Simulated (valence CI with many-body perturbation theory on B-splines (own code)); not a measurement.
Results of a calculation; reference values are marked as such.
## Level structure of Ru29+

Level of theory: configuration interaction combined with many-body perturbation theory (CI+MBPT): five valence electrons over a frozen Dirac-Fock core [Ne], radial functions for each j: 11 s, 11 p, 10 d, 8 f, 5 g, 2 h, with the one-electron correlation potential Σ1 (screened to all orders), the two-electron term Σ2, the three-electron term Σ3, Breit, model QED; selected single and double excitations, second order for the rest, scaled by the run's own slope (own B-spline code, finite nucleus).

No measured spectrum was set against this ion. As an estimate, large intervals hold to a few tenths of a per cent, small ones and those within an open d or f shell to about a per cent. Among the levels kept, up to 3600 cm⁻¹ of a level comes from second order outside the variational space, and about a tenth of that is noise between levels of different J, which matters for small intervals.

Levels 91 to 135 of 168, with energies above the lowest level, 3s2 3p3 4S°_3/2. "Leading %" is the weight of the configuration and term that name the level; weights of strongly mixed levels are sums over their largest components and can fall short. In the jj column 3d3/2^4 stands for four electrons in 3d with j = 3/2.

```
No.  Configuration  Term     J  E (eV)  Leading %                     Leading jj      g
 91      3s 3p3 3d   2F°   5/2  277.81         26  3s 3p1/2 3p3/2^2 3d5/2 (51 %)  1.116
 92      3s 3p3 3d   2D°   3/2  279.19         21  3s 3p1/2 3p3/2^2 3d5/2 (34 %)  1.121
 93      3s 3p3 3d   2F°   5/2  279.55         18  3s 3p1/2 3p3/2^2 3d5/2 (38 %)  1.105
 94     3s2 3p 3d2   4D°   1/2  280.11         27  3s^2 3p1/2 3d3/2 3d5/2 (50 %)  1.106
 95     3s2 3p 3d2   4G°   9/2  281.08         52  3s^2 3p1/2 3d3/2 3d5/2 (36 %)  1.174
 96      3s 3p3 3d   4D°   7/2  281.14         58  3s 3p1/2 3p3/2^2 3d5/2 (69 %)  1.304
 97      3s 3p3 3d   2G°   7/2  281.58         21  3s 3p1/2 3p3/2^2 3d5/2 (33 %)  1.075
 98      3s 3p3 3d   4D°   1/2  282.01         12      3s^2 3p1/2 3d3/2^2 (37 %)  1.011
 99     3s2 3p 3d2   4D°   1/2  283.15         28        3s 3p3/2^3 3d3/2 (20 %)  0.770
100     3s2 3p 3d2   4D°   3/2  285.53         22  3s^2 3p1/2 3d3/2 3d5/2 (36 %)  1.211
101      3s 3p3 3d   4D°   5/2  285.80         17  3s 3p1/2 3p3/2^2 3d3/2 (19 %)  1.198
102      3s 3p3 3d   4D°   1/2  286.81         34  3s 3p1/2 3p3/2^2 3d3/2 (41 %)  0.859
103      3s 3p3 3d   2F°   5/2  287.39         36  3s 3p1/2 3p3/2^2 3d5/2 (40 %)  0.931
104     3s2 3p 3d2   4F°   3/2  287.44         17        3s 3p3/2^3 3d3/2 (20 %)  1.021
105     3s2 3p 3d2   2F°   5/2  289.27         13        3s 3p3/2^3 3d5/2 (32 %)  1.231
106      3s 3p3 3d   2P°   1/2  289.47         37  3s 3p1/2 3p3/2^2 3d5/2 (35 %)  1.014
107      3s 3p3 3d   4D°   3/2  289.53         18  3s 3p1/2 3p3/2^2 3d5/2 (39 %)  0.999
108     3s2 3p 3d2   2H°   9/2  290.79         42      3s^2 3p1/2 3d5/2^2 (39 %)  1.077
109     3s2 3p 3d2   2F°   7/2  291.93         23      3s^2 3p1/2 3d5/2^2 (44 %)  1.280
110     3s2 3p 3d2   4F°   5/2  292.63         30  3s^2 3p1/2 3d3/2 3d5/2 (27 %)  1.067
111     3s2 3p 3d2   4D°   3/2  293.68         31  3s 3p1/2 3p3/2^2 3d5/2 (19 %)  1.089
112      3s 3p3 3d   2G°   9/2  295.20         44        3s 3p3/2^3 3d5/2 (39 %)  1.108
113      3s 3p3 3d   2D°   5/2  296.01         23  3s 3p1/2 3p3/2^2 3d5/2 (30 %)  1.147
114      3s 3p3 3d   2P°   3/2  296.49         23        3s 3p3/2^3 3d3/2 (24 %)  1.291
115      3s 3p3 3d   2F°   7/2  296.69         26        3s 3p3/2^3 3d5/2 (34 %)  1.173
116      3s 3p3 3d   2F°   5/2  297.81         20  3s 3p1/2 3p3/2^2 3d5/2 (34 %)  1.129
117      3s 3p3 3d   2F°   7/2  298.44         44        3s 3p3/2^3 3d3/2 (33 %)  1.150
118     3s2 3p 3d2   4P°   3/2  298.57         38  3s^2 3p1/2 3d3/2 3d5/2 (36 %)  1.409
119      3s 3p3 3d   2S°   1/2  299.49         33  3s^2 3p3/2 3d3/2 3d5/2 (28 %)  1.789
120      3s 3p3 3d   2F°   5/2  299.95         18        3s 3p3/2^3 3d3/2 (39 %)  1.088
121     3s2 3p 3d2   4G°  11/2  301.79         92      3s^2 3p3/2 3d5/2^2 (62 %)  1.265
122     3s2 3p 3d2   2F°   7/2  302.55         33  3s^2 3p1/2 3d3/2 3d5/2 (32 %)  1.045
123      3s 3p3 3d   2P°   3/2  303.33         30  3s 3p1/2 3p3/2^2 3d5/2 (25 %)  1.086
124     3s2 3p 3d2   4F°   7/2  308.12         30  3s^2 3p3/2 3d3/2 3d5/2 (58 %)  1.243
125      3s 3p3 3d   2P°   3/2  308.18         32        3s 3p3/2^3 3d5/2 (47 %)  1.073
126     3s2 3p 3d2   4F°   9/2  308.43         45  3s^2 3p3/2 3d3/2 3d5/2 (69 %)  1.231
127     3s2 3p 3d2   4D°   5/2  309.44         20  3s^2 3p3/2 3d3/2 3d5/2 (54 %)  1.277
128      3s 3p3 3d   2P°   1/2  309.85         27      3s^2 3p3/2 3d3/2^2 (45 %)  0.529
129     3s2 3p 3d2   2P°   1/2  312.72         46      3s^2 3p1/2 3d5/2^2 (30 %)  0.749
130     3s2 3p 3d2   4D°   5/2  313.15         27      3s^2 3p3/2 3d3/2^2 (41 %)  1.172
131     3s2 3p 3d2   4D°   3/2  313.28         32      3s^2 3p3/2 3d3/2^2 (33 %)  1.078
132     3s2 3p 3d2   2F°   7/2  314.41         46      3s^2 3p3/2 3d3/2^2 (29 %)  1.209
133     3s2 3p 3d2   2P°   1/2  316.41         47      3s^2 3p3/2 3d5/2^2 (31 %)  0.627
134      3s 3p3 3d   2F°   7/2  316.48         26        3s 3p3/2^3 3d5/2 (34 %)  1.239
135      3s 3p3 3d   2P°   3/2  316.83         26      3s^2 3p3/2 3d3/2^2 (22 %)  1.149
```

Names give the largest LS component (configuration and term), which can be under half, so a name can repeat, a term be missing and a line seem to break the LS rules; names also repeat where a configuration has a term twice.

Where two levels of one J and parity lie close, their mixing, g and order are uncertain.
